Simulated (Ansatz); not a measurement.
Cdn (charge +1): PBE0/def2-TZVP single points in Ansatz on relaxed structures, gas phase. Each cluster is the lowest isomer that a short search found in that spin, judged at the geometry's level, and lower ones may exist. Core potentials for Cd, no spin–orbit coupling. HOMO and LUMO are taken over both spins. The spins of the ions were chosen, not always searched. A dash marks a value that wasn't run or was left out as unsound. The structures are stationary points that may keep the symmetry of their start.

```json
{"species": "Cd3⁺", "atoms": "3", "state": "doublet; reduced ion singlet", "geometry": "r2SCAN/def2-TZVP", "HOMO (eV)": "-9.48", "LUMO (eV)": "-7.71", "gap (eV)": "1.77", "vertical EA (eV)": "6.20", "lowest of the spins relaxed": "doublet, of doublet/quartet", "point group (within 0.1 Å)": "D∞h"}
{"species": "Cd6⁺", "atoms": "6", "state": "doublet; reduced ion singlet", "geometry": "PBE/def2-SVP", "HOMO (eV)": "-7.91", "LUMO (eV)": "-6.64", "gap (eV)": "1.27", "vertical EA (eV)": "5.43", "lowest of the spins relaxed": "–", "point group (within 0.1 Å)": "–"}
```

(1) Estimate the rows for Cd7⁺ (doublet, PBE/def2-SVP geometry).

(1) 
```csv
species,atoms,state,geometry,HOMO (eV),LUMO (eV),gap (eV),vertical EA (eV),lowest of the spins relaxed,point group (within 0.1 Å)
Cd7⁺,7,doublet,PBE/def2-SVP,-7.79,-6.55,1.24,–,–,–
```

The gap (eV) runs from 1.24 (Cd7⁺) to 1.77 (Cd3⁺).
